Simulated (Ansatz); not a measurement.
Geometry optimisation, RKS PBE-D4/def2-SVP in Ansatz.

The input (input.yaml):

```yaml
crystal:
  periodic: [false, false, false]
  atoms:
    - { symbol: C, position_ang: [-0.8977, 1.0295, -0.1569] }
    - { symbol: Si, position_ang: [0.1435, -0.3965, 0.1946] }
    - { symbol: "N", position_ang: [1.7702, 0.1731, 0.5541] }
    - { symbol: Te, position_ang: [0.2821, -1.8747, -1.7949] }
    - { symbol: H, position_ang: [-0.5373, 1.6242, -1.0552] }
    - { symbol: H, position_ang: [-0.9771, 1.7569, 0.716] }
    - { symbol: H, position_ang: [-1.9447, 0.7237, -0.3987] }
    - { symbol: H, position_ang: [-0.3536, -1.1147, 1.3405] }
    - { symbol: H, position_ang: [1.71636, 0.88458, 1.34648] }
    - { symbol: H, position_ang: [2.10518, 0.78713, -0.26107] }
    - { symbol: H, position_ang: [-1.527, -2.0619, -1.6897] }
basis:
  gaussian: { orbitals: def2-SVP }
hamiltonian:
  xc: pbe
  dispersion: d4
relax:
  f_tol: 0.015
  max_steps: 40
```

Launched with:

```bash
$ ansatz run input.yaml --threads 2 --pin off --max-ram 3072MiB --backend cpu --events-out ev --progress --plain --runs-dir out
```

Where does it end, and by what steps?

The forces met the threshold. After 19 steps the energy has fallen by 0.561 eV; H9 moved furthest, 1.06 Å.

```csv
step,energy less start (eV),largest force component (eV/Å),accepted
0,0.0000,2.140,yes
1,-0.1755,3.054,yes
2,-0.3978,0.805,yes
3,-0.4600,0.435,yes
4,-0.4995,0.236,yes
5,-0.5146,0.475,yes
6,-0.5225,0.431,yes
7,-0.4949,1.383,no
8,-0.5295,0.146,yes
9,-0.5307,0.048,yes
10,-0.5330,0.259,yes
11,-0.4949,1.473,no
12,-0.5402,0.221,yes
13,-0.5452,0.554,yes
14,-0.5510,0.362,yes
15,-0.5278,0.830,no
16,-0.5581,0.050,yes
17,-0.5606,0.096,yes
18,-0.5609,0.077,yes
19,-0.5613,0.014,yes
```

```xyz
11
Properties=species:S:1:pos:R:3
C -1.130 1.029 -0.239
Si 0.135 -0.242 0.333
N 1.688 0.501 0.605
Te 0.217 -2.083 -1.453
H -0.835 1.468 -1.214
H -1.200 1.845 0.509
H -2.130 0.566 -0.359
H -0.237 -0.849 1.657
H 2.337 0.028 1.241
H 2.202 0.871 -0.201
H -1.266 -1.603 -2.084
```

Time of the run: 47 s on 2 threads of Arm Neoverse V2, on a shared host, peak memory 0.15 GiB.
